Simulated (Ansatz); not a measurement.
Consider the atomization: `[CH3][Cd][O]C(C)(C)C` → 5 C• + Cd (atom) + 12 H• + O•.

Isolated molecules relaxed with PBE0-D4/def2-TZVP in Ansatz; ΔE leaves out vibrations. CBS: MP2 limit from def2 TZ/QZ plus the TZ coupled-cluster correction, frozen cores. This one scheme is used for every species, atoms too. Functionals use def2-TZVPP. B3LYP here is the variant with VWN-RPA as its local correlation; programs differ in this. Open shells (•) are unrestricted, without spin–orbit coupling. Spin–orbit coupling would lower the free atoms: a little for C, O. Elements past krypton have def2 core potentials. For Cd outer-core shells are correlated without core-valence functions, so the limit isn't a true one: a few kJ/mol of doubt a bond, and 10 to 20 or more in all where bonds break to atoms. Each species was taken in one conformer, which may not be the lowest.

Question: What is ΔE at CCSD(T)/CBS? (An estimate is asked.)

Answer: Computed: +73.23 eV.

Question: What do these levels give: B3LYP-D4, CAM-B3LYP-D4, ωB97X-V, revPBE, r2SCAN, PBE0, r2SCANh, BHLYP, CAM-B3LYP, CCSD(T)/def2-SVP, CCSD/def2-TZVPP, MP2/def2-QZVPP? (Best estimate.)

Answer: The calculation gave: B3LYP-D4 73.04, CAM-B3LYP-D4 73.53, ωB97X-V 73.41, revPBE 71.48, r2SCAN 73.39, PBE0 73.14, r2SCANh 73.02, BHLYP 70.74, CAM-B3LYP 73.15, CCSD(T)/def2-SVP 70.33, CCSD/def2-TZVPP 70.61, MP2/def2-QZVPP 73.43 eV.

Largest T1 diagnostic among the species: 0.015.

From BLYP to BHLYP (50 % exact exchange), in def2-TZVPP and without D4, ΔE moves by −1.02 eV: exact exchange takes away binding that semilocal exchange gives to molecules. At CCSD(T), def2-SVP lies −2.90 eV from the extrapolated value and def2-TZVPP −1.62 eV: correlation converges slowly with the basis, and small sets miss more of it in the bonded molecule than in its fragments.

For atomizations the MP2-based limit and the directly extrapolated one differ by several kJ/mol either way, and by 10 to 25 for some Ge, Se and Sn compounds, so smaller differences from it don't rank the levels.
